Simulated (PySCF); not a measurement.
**Structure from 2D NMR**

Compound of formula C5H7NO. Correlations simulated from computed shifts and the bond graph:

HSQC (one-bond C–H):
| δH | δC |
| --- | --- |
| 5.44 | 114.6 |
| 5.43 | 114.6 |
| 4.13 | 68.8 |
| 1.42 | 17.3 |

COSY cross peaks (H two or three bonds apart, from the bond graph; peaks can be absent where the dihedral angle is near 90°):
| δH | δH |
| --- | --- |
| 5.44 | 5.43 |
| 4.13 | 1.42 |

HMBC (two and three bonds, from the bond graph):
| δH | δC |
| --- | --- |
| 5.44 | 144.0, 119.2 |
| 5.43 | 144.0, 119.2 |
| 4.13 | 144.0, 17.3 |
| 1.42 | 68.8 |

Carbons without hydrogens: δ 144.0, 119.2.

All values are calculated (PySCF 2.14): shielding tensors at PBE0/pcSseg-1 (GIAO), GFN2-xTB structure. In vacuum, non-relativistic, one computed conformer, rapidly exchanging positions averaged.

Scale: $^{1}$H (σ = 31.72 ppm) and $^{13}$C (σ = 186.93 ppm) vs TMS (reference shieldings calculated alike).

Exchangeable hydrogens are left out of these lists.

Task: Which molecule is this?

Result: `InChI=1S/C5H7NO/c1-3-7-5(2)4-6/h2-3H2,1H3`.

Structure with atom numbers: `[CH2:1]=[C:2]([C:3]#[N:4])[O:5][CH2:6][CH3:7]`. Each H is labelled by its parent atom. Ha(C1) is cis to C3; Hb(C1) is trans to C3.

1. δC 144.0 is C2, an alkene carbon bearing oxygen.
2. δC 119.2 is C3, a nitrile carbon.
3. δC 114.6 is C1, a β carbon of an enol-ether or enamine type C=C (δH 5.43, 5.44).
4. δC 68.8 is C6, an sp3 CH2 bonded to O (δH 4.13).
5. δC 17.3 is C7, a methyl carbon (δH 1.42).
6. HMBC from δH 5.44 reaches the proton-free carbons C2, C3.
7. HMBC from δH 5.43 reaches the proton-free carbons C2, C3.
8. HMBC from δH 4.13 reaches the proton-free carbon C2.
9. COSY links 5.44–5.43, 4.13–1.42.

This is the structure that produced the data.

Shifts are as computed. Against solution values, carbons near 30 ppm lie about +3 ppm off and those near 130 ppm about +5 ppm. Of 1211 compounds with measured shifts, 218 miss one by over three times the rms of a fit or turn the order of signals round; such compounds aren't used in these exercises.
